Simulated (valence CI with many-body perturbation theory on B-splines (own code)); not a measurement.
**Mg V: fill in the table**

Level of theory: valence CI with perturbative core correlation (CI+MBPT): six valence electrons over a frozen Dirac-Fock core [He], radial functions for each j: 9 s, 9 p, 8 d, 6 f, 3 g, 1 h, with the one-electron correlation potential Σ1 (screened to all orders), the two-electron term Σ2, the three-electron term Σ3, Breit, model QED; selected single and double excitations, second order for the rest, scaled by the run's own slope (own B-spline code, finite nucleus).

Set against measurement, 18 paired levels are off by 220 cm⁻¹ on average, the worst by 554. These come from a selection out of NIST levels in Kelleher and Podobedova, J. Phys. Chem. Ref. Data 37, 267 (2008). Levels without a partner in it may be off by more. Among the levels kept, up to 1400 cm⁻¹ of a level comes from second order outside the variational space, and about a tenth of that is noise between levels of different J, which matters for small intervals.

| Level | E (cm⁻¹) |
| --- | --- |
| 2s2 2p4 3P_2 | 0 |
| 2s2 2p4 3P_1 | 1768 |
| 2s2 2p4 3P_0 | ? |
| 2s2 2p4 1D_2 | 36096 |
| 2s2 2p4 1S_0 | 77600 |
| 2s 2p5 3P°_2 | ? |
| 2s 2p5 3P°_1 | 284900 |
| 2s 2p5 3P°_0 | ? |
| 2s 2p5 1P°_1 | 397840 |
| 2p6 1S_0 | ? |
| 2s2 2p3 3s 5S°_2 | 668240 |
| 2s2 2p3 3s 3S°_1 | 683990 |
| 2s2 2p3 3s 3D°_3 | ? |
| 2s2 2p3 3s 3D°_2 | 727410 |
| 2s2 2p3 3s 3D°_1 | 727450 |
| 2s2 2p3 3p 5P_1 | 731270 |
| 2s2 2p3 3p 5P_2 | ? |
| 2s2 2p3 3p 5P_3 | 731590 |
| 2s2 2p3 3s 1D°_2 | 735270 |
| 2s2 2p3 3p 3P_1 [a] | 745560 |

Letters in brackets count levels of one name in rising energy.

(1) The levels stand in rising order. What does the calculation give for the missing energies?

## Answers

(1) 2s2 2p4 3P_0 2519; 2s 2p5 3P°_2 283270; 2s 2p5 3P°_0 285750; 2p6 1S_0 663100; 2s2 2p3 3s 3D°_3 727380; 2s2 2p3 3p 5P_2 731400.
